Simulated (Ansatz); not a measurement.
Stepwise substitution at one centre (In F-NH2). Gas-phase values, no solvent. One relaxed conformer stands for each flexible species; it need not be the lowest. Strings in code marks are SMILES.

Quantity: vertical ionisation energy (energy after one electron is removed minus that of the parent at the parent's geometry), in eV.

Case: `[NH2][In]([F])[F]`. Geometry of `[NH2][In]([F])[F]` (neutral, multiplicity 1, Å):

```xyz
6

N     -1.2232     0.0383    -0.2197
In     0.7771    -0.0109    -0.0320
F      1.9034     1.5659     0.0613
F      1.8491    -1.6200    -0.1907
H     -1.6674    -0.8056     0.1258
H     -1.6391     0.8323     0.2552
```

Q: What vertical ionisation energy (energy after one electron is removed minus that of the parent at the parent's geometry) does frozen-core CCSD(T)/def2-TZVPP // r2SCAN-D4/def2-TZVP (Ansatz, a first-principles code) give?

A: 10.81 eV.
